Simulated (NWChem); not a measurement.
Species: C2H5In; SMILES [InH2][CH]=C

```xyz
8

In    -0.0185    -0.5826     0.0000
H     -1.7238    -0.9037     0.0000
H      1.1549    -1.8563     0.0000
C      0.5660     1.4855     0.0000
C     -0.3435     2.4701     0.0000
H      1.6259     1.7724     0.0000
H     -0.0605     3.5318     0.0000
H     -1.4226     2.2717     0.0000
```
Atoms are numbered in this order, from 1.

Geometry: optimised at PBE0/def2-SVP. No frequency run checked for a minimum. def2 effective core potentials on In; no spin-orbit coupling.

Symmetry labels are those of Cs in the frame above (b1 and b2, or b-type labels, depend on it).

**Question.** List the 4 lowest vertical singlet excitations from CAM-B3LYP/def2-SVPD with def2 effective core potentials on In, TDA (NWChem).

**Answer.** 
| state | energy (eV) | oscillator strength | symmetry | leading excitation (squared amplitude) |
|---|---|---|---|---|
| S1 | 4.56 | 0.001 | a" | HOMO → LUMO (0.98) |
| S2 | 5.04 | 0.000 | a" | HOMO−2 → LUMO (0.99) |
| S3 | 5.78 | 0.125 | a' | HOMO−1 → LUMO (0.96) |
| S4 | 6.44 | 0.010 | a" | HOMO → LUMO+3 (0.90) |
